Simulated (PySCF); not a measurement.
**Energy of La⁺ (lanthanum, charge +1) between two integer charges**

The 5d alpha orbital of [Xe] 5d2 is emptied in steps (occupation f), with all orbitals relaxed, ending at [Xe] 5d1. Computed with PySCF 2.14 in def2-TZVP with the def2 core potential (46 electrons), with scalar relativity through the core potential. The exact energy is a straight line in f; departures are measured from the line between the end points of the same method.

```
  f  TPSS (eV)
  1      0.000
0.8     -0.543
0.6     -0.818
0.4     -0.821
0.2     -0.549
  0      0.000
```

```json
{"method": "TPSS", "E(f=0) − E(f=1) (eV)": "11.190", "−ε at f=1 (eV)": "7.817", "−ε at f=0.4 (eV)": "11.859"}
```

Orbital energy along the path (eV):

```json
{"f": "1", "TPSS": "-7.817"}
{"f": "0.8", "TPSS": "-9.142"}
{"f": "0.6", "TPSS": "-10.492"}
{"f": "0.4", "TPSS": "-11.859"}
{"f": "0.2", "TPSS": "-13.238"}
{"f": "0", "TPSS": "-14.632"}
```

Reference removal energy between the ground levels: 11.185 eV (measured; NIST Atomic Spectra Database, ionization energies). The calculation has no spin-orbit coupling.
